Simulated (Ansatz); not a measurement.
Energy profile

The step: SnSiH₆ ([SiH3][SnH3]) + NH₃ → SnNH₅ ([NH2][SnH3]) + SiH₄; bonds formed: Sn1–N7, Si2–H6; bonds broken: Sn1–Si2, H6–N7 (atoms numbered as in the saddle structure below).

```csv
atom,x (Å),y (Å),z (Å)
Sn1,-1.1747,0.4745,-1.0705
Si2,0.5514,-1.2782,1.3531
H3,-0.9509,-1.0109,-1.8434
H4,-2.1458,0.5222,0.3111
H5,-1.6491,1.6825,-2.1907
H6,0.9144,0.3645,0.2258
N7,0.7640,1.2375,-0.5625
H8,0.3254,-0.9491,2.8040
H9,1.7370,-2.2028,1.3800
H10,-0.5917,-2.2187,1.0534
H11,1.4482,1.2128,-1.3155
H12,0.7719,2.1658,-0.1446
```

Electronic energies by CCSD(T) at an estimated basis limit (MP2 extrapolated from triple and quadruple zeta, plus CCSD(T) − MP2 in triple zeta), on PBE0-D4/def2-TZVP structures; SnSiNH9, closed shell; no counterpoise correction. Computed with Ansatz 0.2.0 (basis: def2-TZVPP and def2-QZVPP); correlated methods freeze the cores. Filled d shells of the heavier atoms are correlated. Core potentials replace the inner electrons of the atoms past krypton. The def2 sets are not built for correlating such inner shells, so the correlated values are less sure here. Extrapolation: Hartree–Fock as exp(−7.88 √X), correlation as X^−2.97.

Give the profile in kJ/mol, counted from the separated reactants. (To be estimated.)

By the calculation:
```
                                                                                                                   point  kJ/mol
separated: SnSiH6 (linked as [SiH3][SnH3]; Sn1, Si2, H3, H4, H5, H8, H9, H10; singlet) + NH3 (H6, N7, H11, H12; singlet)     0.0
                                                                                                         start structure   -19.8
                                                                                                                  saddle   185.1
                                                                                                           end structure    31.0
 separated: SnNH5 (linked as [NH2][SnH3]; Sn1, H3, H4, H5, N7, H11, H12; singlet) + SiH4 (Si2, H6, H8, H9, H10; singlet)    36.9
```

No T1 diagnostic of these runs exceeds 0.014.

For scale, one of the runs: CCSD(T)/def2-TZVPP, 249 basis functions, launched by `ansatz run in.yaml --threads 8 --pin off --events-out ev --progress --plain --max-ram 19148MiB`. The run took 25 s on 8 CPU threads of an AMD EPYC 9R45 (shared host), with 5.5 GiB of host memory at its peak.
